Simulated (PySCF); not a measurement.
GeH₆Si, SMILES [SiH3][GeH3].

The structure is a stationary point at PBE0-D3(BJ)/def2-TZVP.

Two levels are set side by side: TDDFT-PBE/def2-SVPD (PySCF) and TDDFT-ωB97X/def2-SVPD (PySCF). Vertical, same geometry. The lowest singlet is HOMO→LUMO 75 %, HOMO→LUMO+3 22 % with PBE and HOMO→LUMO+2 90 % with the other functional; states are paired by order. Differences are taken from unrounded values.

```csv
quantity,TDDFT-ωB97X
lowest singlet excitation (eV),7.73
lowest triplet excitation (TDA) (eV),6.90
first bright state (f over 0.05) (eV),7.79
its oscillator strength,0.16
```

**Question.** What does TDDFT-PBE give, and how far is it from TDDFT-ωB97X? (The exact figures need the calculation; the answer reports its results.)

**Answer.** 
```csv
quantity,TDDFT-PBE,TDDFT-PBE minus TDDFT-ωB97X
lowest singlet excitation (eV),6.83,-0.90
lowest triplet excitation (TDA) (eV),6.25,-0.65
first bright state (f over 0.05) (eV),6.83,-0.96
its oscillator strength,0.09,-0.07
```

Functionals without exact exchange tend to place singlet excitations lower, as here. Differences between two approximate levels are no errors against the true value.

Rough cost on one machine, each run with all the roots and properties that it gave: TDDFT-ωB97X against TDDFT-PBE about 6 times.
